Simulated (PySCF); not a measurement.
C4H9NO, charge -1, doublet, geometry from GFN2-xTB (a state made from the parent by changing its charge; the spin is typed, not shown lowest) (in this run its highest filled SCF level lies above zero, so its values depend strongly on the basis, on diffuse functions most of all); B3LYP/STO-3G (PySCF).

Input for PySCF:
```python
from pyscf import gto, scf, dft

mol = gto.M(
    atom='''
C    -1.328049    0.286547   -0.997394
N    -0.547166    0.483784    0.214358
C    -1.273710   -0.027654    1.354595
C     0.786134   -0.174159    0.135775
C     1.785284    0.758360   -0.530037
O     0.853732   -1.463582   -0.026328
H    -2.295081    0.805762   -0.921125
H    -0.773652    0.705456   -1.837551
H    -1.520227   -0.779714   -1.204859
H    -0.693187    0.178023    2.255152
H    -1.441276   -1.116747    1.296967
H    -2.249950    0.470507    1.436966
H     2.796625    0.382958   -0.361756
H     1.657612    0.856157   -1.627771
H     1.701478    1.761201   -0.103538
''',
    basis='sto-3g',
    charge=-1,
    spin=1,
    verbose=4,
    symmetry=True,
)

mf = dft.UKS(mol)
mf.xc = 'b3lyp'
mf.kernel()
mf.analyze()
```

### Question
What does PySCF print? Leave out banner, timings and long lists.

### Answer

```
PySCF version 2.14.0

[INPUT] verbose = 4
[INPUT] num. atoms = 15
[INPUT] num. electrons = 49
[INPUT] charge = -1
[INPUT] spin (= nelec alpha-beta = 2S) = 1
[INPUT] symmetry True subgroup None
[INPUT] Mole.unit = angstrom
[INPUT] Symbol           X                Y                Z      unit          X                Y                Z       unit  Magmom
[...]
nuclear repulsion = 248.286775974169
point group symmetry = C1
symmetry origin: [0. 0. 0.]
symmetry axis x: [1. 0. 0.]
symmetry axis y: [0. 1. 0.]
symmetry axis z: [0. 0. 1.]
num. orbitals of irrep A = 39
number of shells = 27
number of NR pGTOs = 117
number of NR cGTOs = 39
basis = sto-3g
ecp = {}

******** <class 'pyscf.dft.uks.UKS'> ********
method = UKS
initial guess = minao
damping factor = 0
level_shift factor = 0
DIIS = <class 'pyscf.scf.diis.CDIIS'>
diis_start_cycle = 1
diis_space = 8
diis_damp = 0
SCF conv_tol = 1e-09
SCF conv_tol_grad = None
SCF max_cycles = 50
direct_scf = True
direct_scf_tol = 1e-13
number electrons alpha = 25  beta = 24
XC library pyscf.dft.libxc version 7.1.2
    S. Lehtola, C. Steigemann, M. J. T. Oliveira, and M. A. L. Marques,  SoftwareX 7, 1–5 (2018)
XC functionals = b3lyp
    P. J. Stephens, F. J. Devlin, C. F. Chabalowski, and M. J. Frisch,  J. Phys. Chem. 98, 11623 (1994)
radial grids:
    Treutler-Ahlrichs [JCP 102, 346 (1995); DOI:10.1063/1.469408] (M4) radial grids

becke partition: Becke, JCP 88, 2547 (1988); DOI:10.1063/1.454033
pruning grids: <function nwchem_prune>
grids dens level: 3
symmetrized grids: True
atomic radii adjust function: <function treutler_atomic_radii_adjust>
small_rho_cutoff = 0
Set gradient conv threshold to 3.16228e-05
tot grids = 172728
init E= -284.572172661756

cycle= 1 E= -283.757805499617  delta_E= 0.814  |g|= 0.429  |ddm|= 3.46
cycle= 2 E= -283.4408428342  delta_E= 0.317  |g|= 0.935  |ddm|= 2.07
cycle= 3 E= -283.928022881435  delta_E= -0.487  |g|= 0.105  |ddm|= 1.38
cycle= 4 E= -283.933992195014  delta_E= -0.00597  |g|= 0.0594  |ddm|= 0.218
cycle= 5 E= -283.936098423192  delta_E= -0.00211  |g|= 0.0127  |ddm|= 0.0879
cycle= 6 E= -283.936193967418  delta_E= -9.55e-05  |g|= 0.00446  |ddm|= 0.0172
cycle= 7 E= -283.936210820657  delta_E= -1.69e-05  |g|= 0.000744  |ddm|= 0.0116
cycle= 8 E= -283.936211243573  delta_E= -4.23e-07  |g|= 0.000228  |ddm|= 0.00156
cycle= 9 E= -283.936211286412  delta_E= -4.28e-08  |g|= 3.13e-05  |ddm|= 0.000548
cycle= 10 E= -283.936211287415  delta_E= -1e-09  |g|= 1.84e-05  |ddm|= 9.38e-05
cycle= 11 E= -283.936211287684  delta_E= -2.69e-10  |g|= 2.84e-06  |ddm|= 3.46e-05
Extra cycle  E= -283.936211287701  delta_E= -1.73e-11  |g|= 2.06e-06  |ddm|= 1.24e-05
converged SCF energy = -283.936211287701  <S^2> = 0.75140932  2S+1 = 2.0014088
**** SCF Summaries ****
Total Energy =                        -283.936211287700928
Nuclear Repulsion Energy =             248.286775974168961
One-electron Energy =                 -891.451138634636209
Two-electron Energy =                  359.228151372766320
Two-electron Coulomb Energy =          400.402790194042097
DFT Exchange-Correlation Energy =      -41.174638821275764
**** MO energy ****
                             alpha | beta                alpha | beta
[...]
To work with the spin densities directly, `use mulliken_meta_spin()` only printing them here.

 ** Mulliken spin pop alpha/beta on meta-lowdin orthogonal AOs **
 ** Mulliken Spin Density (per AO)  **
spin_pop of  0 C 1s        0.00000
spin_pop of  0 C 2s        0.00490
spin_pop of  0 C 2px       0.00301
spin_pop of  0 C 2py       0.00206
spin_pop of  0 C 2pz       0.01755
spin_pop of  1 N 1s        0.00000
spin_pop of  1 N 2s        0.00390
spin_pop of  1 N 2px      -0.00550
spin_pop of  1 N 2py      -0.00305
spin_pop of  1 N 2pz      -0.00136
spin_pop of  2 C 1s        0.00000
spin_pop of  2 C 2s        0.00177
spin_pop of  2 C 2px       0.00121
spin_pop of  2 C 2py       0.00127
spin_pop of  2 C 2pz       0.00046
spin_pop of  3 C 1s       -0.00000
spin_pop of  3 C 2s        0.05608
spin_pop of  3 C 2px       0.02557
spin_pop of  3 C 2py       0.00872
spin_pop of  3 C 2pz       0.32758
spin_pop of  4 C 1s        0.00000
spin_pop of  4 C 2s       -0.00020
spin_pop of  4 C 2px       0.00378
spin_pop of  4 C 2py       0.00031
spin_pop of  4 C 2pz      -0.01012
spin_pop of  5 O 1s       -0.00000
spin_pop of  5 O 2s        0.00568
spin_pop of  5 O 2px       0.03515
spin_pop of  5 O 2py      -0.00121
spin_pop of  5 O 2pz       0.48419
spin_pop of  6 H 1s        0.00180
spin_pop of  7 H 1s        0.00012
spin_pop of  8 H 1s       -0.00116
spin_pop of  9 H 1s       -0.00041
spin_pop of  10 H 1s       -0.00034
spin_pop of  11 H 1s       -0.00020
spin_pop of  12 H 1s        0.00437
spin_pop of  13 H 1s        0.03010
spin_pop of  14 H 1s        0.00395
 ** Mulliken Spin Density (per atom)  **
spin density of  0 C =      0.02752
spin density of  1 N =     -0.00602
spin density of  2 C =      0.00472
spin density of  3 C =      0.41795
spin density of  4 C =     -0.00623
spin density of  5 O =      0.52381
spin density of  6 H =      0.00180
spin density of  7 H =      0.00012
spin density of  8 H =     -0.00116
spin density of  9 H =     -0.00041
spin density of  10 H =     -0.00034
spin density of  11 H =     -0.00020
spin density of  12 H =      0.00437
spin density of  13 H =      0.03010
spin density of  14 H =      0.00395
 ** Mulliken pop alpha/beta on meta-lowdin orthogonal AOs **
 ** Mulliken pop       alpha | beta **
[...]
In total            25.00000 | 24.00000
 ** Mulliken atomic charges   ( Nelec_alpha | Nelec_beta ) **
charge of  0C =     -0.08215  (     3.05484      3.02731 )
charge of  1N =     -0.20607  (     3.60003      3.60605 )
charge of  2C =     -0.07206  (     3.03839      3.03367 )
charge of  3C =     -0.15177  (     3.28486      2.86691 )
charge of  4C =     -0.16120  (     3.07748      3.08372 )
charge of  5O =     -0.37909  (     4.45145      3.92764 )
charge of  6H =      0.00158  (     0.50011      0.49831 )
charge of  7H =      0.02392  (     0.48810      0.48798 )
charge of  8H =      0.00792  (     0.49546      0.49662 )
charge of  9H =      0.02574  (     0.48693      0.48734 )
charge of  10H =      0.01023  (     0.49471      0.49505 )
charge of  11H =      0.00251  (     0.49865      0.49884 )
charge of  12H =      0.00089  (     0.50174      0.49737 )
charge of  13H =     -0.02209  (     0.52610      0.49600 )
charge of  14H =      0.00166  (     0.50115      0.49720 )

WARN: System has nonzero charge -1; the dipole moment is origin-dependent.
Location of origin: [0. 0. 0.]

Dipole moment(X, Y, Z, Debye): -2.78189,  1.49818, -0.27709
```
